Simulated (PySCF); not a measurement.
## P⁺ (phosphorus, charge +1) across methods

[Ne] 3s1 3p3, high-spin 5S determinant (an excited configuration). Computed with PySCF 2.14 in aug-cc-pV(T+d)Z (6s5p4d2f, 55 functions), with the non-relativistic Hamiltonian (point nucleus).

```json
{"method": "LDA", "E (hartree)": "-339.3934", "mean ε 2p β (eV)": "-135.52", "mean ε 3s α (eV)": "-25.172", "mean ε 3p α (eV)": "-16.022", "Σ⟨r²⟩ (bohr²)": "21.25", "⟨S²⟩": "6.000"}
{"method": "CAM-B3LYP", "E (hartree)": "-340.6714", "mean ε 2p β (eV)": "-142.41", "mean ε 3s α (eV)": "-29.135", "mean ε 3p α (eV)": "-18.655", "Σ⟨r²⟩ (bohr²)": "21.16", "⟨S²⟩": "6.000"}
{"method": "PBE", "E (hartree)": "-340.5136", "mean ε 2p β (eV)": "-135.53", "mean ε 3s α (eV)": "-25.292", "mean ε 3p α (eV)": "-16.065", "Σ⟨r²⟩ (bohr²)": "21.16", "⟨S²⟩": "6.000"}
{"method": "PBE0", "E (hartree)": "-340.5525", "mean ε 2p β (eV)": "-141.37", "mean ε 3s α (eV)": "-27.678", "mean ε 3p α (eV)": "-17.484", "Σ⟨r²⟩ (bohr²)": "21.10", "⟨S²⟩": "6.000"}
{"method": "TPSS", "E (hartree)": "-340.6975", "mean ε 2p β (eV)": "-136.03", "mean ε 3s α (eV)": "-25.558", "mean ε 3p α (eV)": "-16.137", "Σ⟨r²⟩ (bohr²)": "21.08", "⟨S²⟩": "6.000"}
{"method": "UHF", "E (hartree)": "-340.20906", "mean ε 2p β (eV)": "-157.72", "mean ε 3s α (eV)": "-34.241", "mean ε 3p α (eV)": "-21.226", "Σ⟨r²⟩ (bohr²)": "21.23", "⟨S²⟩": "6.000"}
{"method": "r2SCAN0", "E (hartree)": "-340.6709", "mean ε 2p β (eV)": "-142.98", "mean ε 3s α (eV)": "-28.288", "mean ε 3p α (eV)": "-17.752", "Σ⟨r²⟩ (bohr²)": "21.03", "⟨S²⟩": "6.000"}
{"method": "r2SCAN", "E (hartree)": "-340.6729", "mean ε 2p β (eV)": "-137.76", "mean ε 3s α (eV)": "-26.241", "mean ε 3p α (eV)": "-16.491", "Σ⟨r²⟩ (bohr²)": "21.03", "⟨S²⟩": "6.000"}
{"method": "revPBE", "E (hartree)": "-340.6162", "mean ε 2p β (eV)": "-135.49", "mean ε 3s α (eV)": "-25.292", "mean ε 3p α (eV)": "-16.058", "Σ⟨r²⟩ (bohr²)": "21.13", "⟨S²⟩": "6.000"}
```
